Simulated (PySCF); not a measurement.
A structure optimised at PBE-D3(BJ)/def2-SVP, used in a PySCF frequency run:

```xyz
11

N     -2.1848     0.5091    -0.8463
Si    -0.8018    -0.4653    -0.4932
Cl    -0.6007    -1.0449     1.5313
C      0.7247     0.5005    -0.9295
C      1.7468     0.6931    -0.0788
F      2.8451     1.3892    -0.4018
H     -3.1135     0.0796    -0.8174
H     -2.2194     1.4640    -0.4785
H     -0.9663    -1.7412    -1.2590
H      0.8096     0.9405    -1.9390
H      1.7849     0.3072     0.9554
```

Q: Write its SMILES and formula.

A: N[Si@H](Cl)/C=C/F, C2H5ClFNSi

Q: What are its rotational constants (standard atomic weights)?

A: 3.0913, 1.3022, 0.97743 GHz
